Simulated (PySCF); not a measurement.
A small calculation by hand: chemical shift, span and skew from a shielding tensor

C₄H₈OSi, SMILES C=C/C=C/[SiH2]O. Atoms are numbered in the order given.

```xyz
14

C      3.2916    -0.2908    -0.5553
C      2.2140    -0.7953     0.0579
C      0.8768    -0.1927    -0.0226
C     -0.2217    -0.6737     0.5869
Si    -1.8780     0.1682     0.4168
O     -1.7839     1.3749    -0.7389
H      3.2244     0.6195    -1.1615
H      4.2739    -0.7647    -0.4724
H      2.3054    -1.7069     0.6615
H      0.7957     0.7199    -0.6292
H     -0.1184    -1.5851     1.1930
H     -2.9139    -0.8491     0.0551
H     -2.2868     0.8415     1.6782
H     -1.6812     1.0846    -1.6508
```
Charge 0, spin multiplicity 1.

Geometry optimised at ωB97X-D3(BJ)/def2-SVP. The structure was generated by enumeration; whether it is a known compound was not checked. One conformer was computed; it need not be the lowest.

GIAO shieldings from PBE/pcSseg-1 run with PySCF, non-relativistic, no solvent. The symmetric part of the tensor of C2 has the principal values -72.9, 37.4, 134.7 ppm. The same nucleus in TMS has σ = 182.0 ppm at this level (PySCF, at its B3LYP-D3(BJ)/def2-TZVP geometry).

Question: Work out the isotropic shielding, the ¹³C shift against TMS, the span and the skew.

Answer: 
σ(iso) = (σ11 + σ22 + σ33)/3 = 33.1 ppm. δ = σ(ref) − σ(iso) = 182.0 − (33.1) = 148.9 ppm.
Span Ω = σ33 − σ11 = 207.6 ppm. Skew κ = 3(σ(iso) − σ22)/Ω = -0.06. Tumbling in solution averages the tensor to δ; in a static solid the shielding alone would spread this spin-1/2 line over Ω.
